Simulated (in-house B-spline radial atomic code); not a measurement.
Atomic self-consistent-field run: Mg⁴⁺ (an excited or competing configuration). Method: non-relativistic M06-2X, spin-polarised, spherical fractional occupations, point nucleus. Calculated with a B-spline radial code for spherical atoms.

Command:
```bash
python run_scf.py task.json out
```
Settings:
```
Z                12
configuration    [He] 2s2 2p3 3d1
hamiltonian      nr
method           m062x
spin_polarised   True
```

Output (hartree, bohr):
```
 radial grid: 42 intervals, B-splines of order 8, outer radius 14.6809 bohr

 iter        energy (Eh)    residual
    1        -188.480744    3.52e-02
    2        -188.488256    3.12e-03
    3        -188.488307    1.67e-03
    4        -188.488325    9.06e-04
    5        -188.488334    1.37e-04
    6        -188.488335    1.37e-05
    7        -188.488335    3.03e-06
    8        -188.488335    4.52e-07
    9        -188.488335    3.04e-08

 total energy                      -188.48833
 kinetic                             188.3033
 electron-nucleus                   -422.5760
 Hartree                              59.2813
 exact exchange                       -7.1103
 exchange-correlation                 -6.3866

 orbital      occ     eigenvalue          <r>       <r^2>       <1/r>     <1/r^3>       r_max
 1s up      1.000       -52.3989     0.130934   0.0230694     11.5827           -     0.08527
 1s down    1.000       -52.1857     0.130209   0.0227801     11.6281           -     0.08508
 2s up      1.000        -7.1267     0.626288    0.463353     2.33951           -       0.515
 2s down    1.000        -6.5918     0.640862    0.486153     2.27003           -      0.5223
 2p up      3.000        -5.9787     0.570575    0.401466     2.26121     34.7131      0.4316
 3d up      1.000        -1.2633      1.95125     4.40263    0.610768    0.470511       1.715
```

Time taken, with all properties: 0.11 s on 1 thread of Arm Neoverse V1, with other jobs on the host.

Caution: exact exchange at fractional occupations of open shells leaves self-interaction of up to several eV.
